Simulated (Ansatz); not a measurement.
C4H6AlFO2, SMILES `[CH3][Al-]1([F])[O]C=CC=[O+]1`, relaxed with RKS PBE-D4/def2-SVP in Ansatz from a rough embedded geometry. The force threshold is 0.03 eV/Å; the program also tests the step.

Total charge 0; spin multiplicity 1.

Start:

```xyz
14

C    -0.941    2.257   -0.628
Al   -0.808    0.621    0.531
F    -1.936    0.747    1.889
O    -1.183   -0.939   -0.440
C    -0.116   -1.874   -0.614
C     1.112   -1.814   -0.037
C     1.563   -0.695    0.839
O     0.873    0.314    1.137
H    -0.627    3.108   -0.009
H    -0.160    2.102   -1.450
H    -1.898    2.330   -1.037
H    -0.355   -2.757   -1.185
H     1.856   -2.625   -0.242
H     2.620   -0.775    1.246
```

Question: How much energy does the relaxation release, and in how many steps? (Estimate.)

Answer: The calculation gave: 98.87 kJ/mol, in 7 steps.

Question: Which bonds change most? (Best estimate.)

Answer: Ansatz gave: O4–C5 from 1.429 to 1.281 Å; C6–C7 from 1.491 to 1.406 Å; Al2–F3 from 1.771 to 1.688 Å; C1–H11 from 1.043 to 1.110 Å.

Question: Give the relaxed structure. (An estimate is asked.)

Answer: The calculation gave: 
```xyz
14

C    -0.951    2.289   -0.622
Al   -0.812    0.685    0.466
F    -1.777    0.463    1.834
O    -0.977   -0.890   -0.537
C    -0.128   -1.849   -0.569
C     1.127   -1.858    0.066
C     1.586   -0.761    0.816
O     0.945    0.331    1.015
H    -0.703    3.198   -0.034
H    -0.266    2.264   -1.496
H    -1.981    2.426   -1.013
H    -0.428   -2.739   -1.167
H     1.771   -2.742   -0.037
H     2.596   -0.818    1.279
```
